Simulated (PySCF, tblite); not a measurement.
Rigid-rotor lines calculated for a species of formula C6H13ClO2S (commonest isotopes; PBE0/pcSseg-1 in PySCF (dipole) on a GFN2-xTB geometry, gas phase), labelled J(Ka,Kc):

```
     transition     MHz
1(1,1) ← 0(0,0)  2151.0
2(0,2) ← 1(0,1)  3228.8
2(1,2) ← 1(1,1)  3192.2
1(0,1) ← 0(0,0)  1615.4
2(1,1) ← 1(1,0)  3269.5
```

Task: Find the rotational constants.

Result: 1(0,1) ← 0(0,0) is B + C, 2(1,1) ← 1(1,0) is 3B + C and 2(1,2) ← 1(1,1) is B + 3C, so B − C is half the difference of the last two, 38.7 MHz. 1(1,1) ← 0(0,0) is A + C. A = 1362.6, B = 827.1, C = 788.4 MHz.

Task: What moments of inertia, asymmetry and inertial defect follow?

Result: I = 505379 MHz·u·Å² over each constant: Ia = 370.89, Ib = 611.06, Ic = 641.04 u·Å²; κ = (2B − A − C)/(A − C) = -0.865 (asymmetric top); Δ = Ic − Ia − Ib = -340.91 u·Å².

Task: Which dipole components do these lines need?

Result: μa and μb (a-type: ΔKa even, ΔKc odd; b-type: both odd). The calculation gives |μa| = 4.39 D, |μb| = 0.40 D, |μc| = 1.73 D.

Task: Where do these fall, and of which type are they? 2(1,2) ← 2(0,2); 1(1,0) ← 1(0,1); 1(1,0) ← 0(0,0); 2(2,0) ← 1(1,0); 2(2,1) ← 2(1,2); 2(2,0) ← 2(1,1); 2(2,0) ← 1(1,1); 2(2,1) ← 2(1,1); 2(2,1) ← 1(1,1); 2(1,1) ← 2(0,2).

Result: 
| transition | MHz | type | branch |
| --- | --- | --- | --- |
| 2(1,2) ← 2(0,2) | 499 | c | Q |
| 1(1,0) ← 1(0,1) | 574 | b | Q |
| 2(1,1) ← 2(0,2) | 615 | b | Q |
| 2(2,1) ← 2(1,1) | 1607 | c | Q |
| 2(2,0) ← 2(1,1) | 1609 | b | Q |
| 2(2,1) ← 2(1,2) | 1723 | b | Q |
| 1(1,0) ← 0(0,0) | 2190 | c | R |
| 2(2,0) ← 1(1,0) | 4878 | c | R |
| 2(2,1) ← 1(1,1) | 4915 | c | R |
| 2(2,0) ← 1(1,1) | 4917 | b | R |

Task: Which structure gave them?

Result: `CC(C)C(C)(C)S(=O)(=O)Cl`, point group C1. Three constants can't fix a structure by themselves; this is the one that was computed:
```
atom  x, y, z in Å
C1     1.697   -0.939    0.837
C2     0.905    0.257    0.296
C3     1.615    0.817   -0.936
C4    -0.553   -0.118    0.032
C5    -1.239   -0.759    1.220
C6    -0.824   -0.865   -1.258
S7    -1.524    1.437   -0.229
O8    -2.922    1.140   -0.258
O9    -1.009    2.266   -1.274
Cl10  -1.217    2.478    1.505
H11    1.677   -1.766    0.132
H12    2.733   -0.644    0.981
H13    1.309   -1.279    1.792
H14    0.896    1.033    1.070
H15    1.035    1.610   -1.396
H16    1.796    0.036   -1.670
H17    2.577    1.229   -0.640
H18   -0.979   -0.246    2.143
H19   -0.961   -1.808    1.307
H20   -2.318   -0.700    1.087
H21   -1.888   -1.080   -1.338
H22   -0.533   -0.265   -2.116
H23   -0.276   -1.806   -1.279
```

The values belong to one conformer (point group C1) with, in the numbering `[CH3:1][CH:2]([CH3:3])[C:4]([CH3:5])([CH3:6])[S:7](=[O:8])(=[O:9])[Cl:10]`, C1–C2–C4–C5 53°, C2–C4–S7–O8 -170°. Its GFN2-xTB frequencies are all real (lowest 48 cm⁻¹). Constants of a rigid frame at the computed geometry: no zero-point averaging, no centrifugal distortion. A rigid rotor knows nothing of internal rotation, which can split or shift real lines. Quadrupole hyperfine structure (35Cl) is left out.

The run took 77 s of wall time (with the writing of density and orbital grids) on one thread, Arm Neoverse V1 (aarch64), no GPU, shared host, and the process peaked at 1.1 GiB of memory. This is the PBE0/pcSseg-1 job that gave the dipole, with the shieldings it also computed.
